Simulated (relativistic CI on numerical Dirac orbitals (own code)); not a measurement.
Slater and spin-orbit integrals, Nd52+

Computed by Dirac-Coulomb-Breit CI, orbitals from a KLI potential per configuration, model QED, unscaled Slater integrals (own radial code, finite nucleus).

Slater integrals F^k, G^k are unscaled and averaged over j, outside the closed core 1s2; ζ comes from projecting the Hamiltonian with its Breit term on Σ l·s of the shell.

- 2s2 2p4: F^2(2p,2p) = 1.1099e+06, ζ(2p) = 2.9303e+06 cm⁻¹; <r>(2p) = 0.08522, <r^2>(2p) = 0.008825 (bohr units).
- 2s 2p5: G^1(2s,2p) = 1.1885e+06, ζ(2p) = 2.9204e+06 cm⁻¹; <r>(2s) = 0.09753, <r^2>(2s) = 0.01124, <r>(2p) = 0.08533, <r^2>(2p) = 0.008849 (bohr units).
- 2p5 3s: ζ(2p) = 2.9528e+06, G^1(2p,3s) = 118390 cm⁻¹; <r>(2p) = 0.08499, <r^2>(2p) = 0.008779, <r>(3s) = 0.2299, <r^2>(3s) = 0.06027 (bohr units).

Averages of the first 10 configurations, taken without configuration mixing, which lowers the lowest level and can move excited configurations by several eV; other configurations of the list can lie among them:

| Configuration | Parity | States | Average energy above the lowest level (eV) |
| --- | --- | --- | --- |
| 2s2 2p4 | even | 15 | 370.8 |
| 2s 2p5 | odd | 12 | 1046.0 |
| 2p6 | even | 1 | 1769.5 |
| 2p5 3s | odd | 12 | 7473.5 |
| 2p5 3p | even | 36 | 7660.4 |
| 2p5 3d | odd | 60 | 7833.0 |
| 2s2 2p3 3s | odd | 40 | 6135.0 |
| 2s2 2p3 3p | even | 120 | 6330.2 |
| 2s2 2p3 3d | odd | 200 | 6503.1 |
| 2s 2p4 3s | even | 60 | 6780.0 |
